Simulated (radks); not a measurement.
All-electron atom: Pm19+ in [Kr] 4d6 (the NIST ground configuration).

Calculated with a radial shooting solver on a logarithmic mesh with Libxc functionals: scalar-relativistic Kohn-Sham, PBEsol, spin-polarised, spherical densities, finite nucleus; open shells are filled with parallel spins first (spin-orbit coupling, left out, can overturn this in heavy ions); Fermi nuclear charge, rms radius 4.962 fm.

Energy parts (eV):
| part | energy |
|---|---|
| total | -268785.06 |
| kinetic | 286899.88 |
| electron-nucleus | -632764.92 |
| Hartree | 82719.64 |
| exchange-correlation | -5639.66 |

Orbitals (lengths in bohr, moments of r in powers of bohr; r(90%) holds 90 % of the orbital's charge):
| orbital | occ. | eigenvalue (eV) | <r^2> | <1/r> | <r> | r(90%) |
|---|---|---|---|---|---|---|
| 1s up | 1 | -45490.85 | 0.0007322 | 67.39 | 0.02319 | 0.0419 |
| 1s down | 1 | -45490.79 | 0.0007322 | 67.39 | 0.02319 | 0.0419 |
| 2s up | 1 | -7810.589 | 0.01156 | 15.59 | 0.09898 | 0.153 |
| 2s down | 1 | -7807.970 | 0.01156 | 15.59 | 0.09897 | 0.153 |
| 2p up | 3 | -7029.343 | 0.009262 | 14.67 | 0.08711 | 0.142 |
| 2p down | 3 | -7027.257 | 0.009259 | 14.67 | 0.08710 | 0.142 |
| 3s up | 1 | -2079.510 | 0.07712 | 5.712 | 0.2599 | 0.381 |
| 3s down | 1 | -2078.066 | 0.07702 | 5.713 | 0.2597 | 0.381 |
| 3p up | 3 | -1834.223 | 0.07701 | 5.395 | 0.2578 | 0.386 |
| 3p down | 3 | -1832.633 | 0.07690 | 5.396 | 0.2577 | 0.385 |
| 3d up | 5 | -1499.605 | 0.06485 | 5.123 | 0.2349 | 0.366 |
| 3d down | 5 | -1497.324 | 0.06477 | 5.123 | 0.2348 | 0.366 |
| 4s up | 1 | -765.1762 | 0.3584 | 2.524 | 0.5648 | 0.803 |
| 4s down | 1 | -758.1431 | 0.3588 | 2.524 | 0.5651 | 0.804 |
| 4p up | 3 | -679.8304 | 0.3893 | 2.365 | 0.5870 | 0.842 |
| 4p down | 3 | -672.8639 | 0.3902 | 2.363 | 0.5875 | 0.844 |
| 4d up | 5 | -559.3740 | 0.4245 | 2.166 | 0.6093 | 0.893 |
| 4d down | 1 | -552.5122 | 0.4264 | 2.163 | 0.6105 | 0.896 |

The highest occupied level is 4d down at -552.51 eV. The electron density at the nucleus is 5.13e+05 e/bohr^3 (large components only). The density falls to 0.001 e/bohr^3 at r = 1.57 bohr.
